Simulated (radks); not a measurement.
Species: Ge21+. Configuration: [Ne] 3s1. Calculated with a radial shooting solver on a logarithmic mesh with Libxc functionals: scalar-relativistic Kohn-Sham, exchange-only LDA, spin-polarised, spherical densities, point nucleus; open shells are filled with parallel spins first. Some entries of the table are withheld. Estimate them.

orbital,occ.,eigenvalue (eV),<r^2> (bohr^2)
1s up,1,(1),0.002977
1s down,1,(2),0.002977
2s up,1,-2228.078,0.05033
2s down,1,-2226.271,0.05021
2p up,3,-2065.460,0.03958
2p down,3,-2063.857,0.03949
3s up,1,-862.0215,(3)
3s down,0,-848.4093,(4)

Answer. 
(1) 1s up eigenvalue (eV): -11845.47
(2) 1s down eigenvalue (eV): -11844.01
(3) 3s up <r^2> (bohr^2): 0.2984
(4) 3s down <r^2> (bohr^2): 0.2978
